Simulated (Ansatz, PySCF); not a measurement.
CH6GaNO, SMILES [CH3][Ga]([OH])[NH2].

Geometry optimised at B3LYP-D3(BJ)/def2-SVP. The values are those of a single conformer.

Vertical ionisation energy (IE) and electron affinity (EA) in eV. Rows of orbital energies are one-electron estimates. Where ΔSCF, EOM or ADC give a negative EA the extra electron is unbound and the value depends on the basis.

| level | IE | EA |
|---|---|---|
| −ε(HOMO), −ε(LUMO), ωB97X/def2-TZVP (PySCF) | ___ | ___ |
| −ε(HOMO), −ε(LUMO), PBE/def2-TZVP (PySCF) | 5.64 | 0.72 |
| ΔSCF, PBE0/def2-SVPD (Ansatz), final states of multiplicity 2 and 2 | 9.39 | -0.70 |
| ΔSCF, PBE/def2-SVPD (Ansatz), final states of multiplicity 2 and 2 | 9.19 | -0.55 |

**Question.** Some entries are withheld; supply them. (The exact figures need the calculation; the answer reports its results.)

**Answer.** 
- −ε(HOMO), −ε(LUMO), ωB97X/def2-TZVP (PySCF), IE: 9.55
- −ε(HOMO), −ε(LUMO), ωB97X/def2-TZVP (PySCF), EA: -2.08

**Question.** What vertical singlet–triplet gap does ΔSCF give with PBE0/def2-SVPD (Ansatz, a program for electronic structure) and with PBE/def2-SVPD (Ansatz)? (The exact figures need the calculation; the answer reports its results.)

**Answer.** 5.36 and 5.08 eV (triplet above singlet where positive).
